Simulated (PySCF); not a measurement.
Compound: C8H8F (charge +1).
Numbering: `[F:1][CH2:2][CH+:3][c:4]1[cH:5][cH:6][cH:7][cH:8][cH:9]1` (hydrogens: H10, H11 on C2; H12 on C3; H13 on C5; H14 on C6; H15 on C7; H16 on C8; H17 on C9)

The closed-shell SCF was solved with PySCF and density fitting under several settings on one GFN2-xTB geometry (grid level 2 and gas phase unless stated).

| settings | basis functions | SCF cycles | E (Eh) | HOMO (eV) | LUMO (eV) |
| --- | --- | --- | --- | --- | --- |
| CAM-B3LYP/def2-SVPD | 247 | 13 | -408.7177 | -13.81 | -7.56 |
| PBE0/3-21G, IEF-PCM dichloromethane | 97 | 13 | -406.5740 | -8.98 | -4.80 |
| WP04/3-21G | 97 | 15 | -416.2833 | -13.78 | -10.67 |

Question: Estimate the rows for these settings: (1) BLYP/pcSseg-1, energy threshold 1e-08 Eh; (2) B3LYP/pcSseg-1.

Answer: 
```
                                settings  basis functions  SCF cycles     E (Eh)  HOMO (eV)  LUMO (eV)
BLYP/pcSseg-1, energy threshold 1e-08 Eh              193          12  -409.0266     -11.45      -9.16
                          B3LYP/pcSseg-1              193          15  -409.1698     -12.41      -8.75
```

Question: Over all rows, what range does the HOMO–LUMO gap span?

Answer: From 2.29 eV (BLYP/pcSseg-1, energy threshold 1e-08 Eh) to 6.25 eV (CAM-B3LYP/def2-SVPD). The functional of the narrowest has no exact exchange, that of the widest range-separated exact exchange.

Cycle counts include a coarse-grid stage where the run had one. WP04 was designed for NMR shieldings or shifts; total energies of different functionals aren't comparable. One conformer (not necessarily the lowest) at the GFN2-xTB geometry, without vibrations or thermal averaging.

Shape of the structure used: `[F:1][CH2:2][CH+:3][c:4]1[cH:5][cH:6][cH:7][cH:8][cH:9]1`: F1–C2–C3–C4 1°, C2–C3–C4–C5 179°.
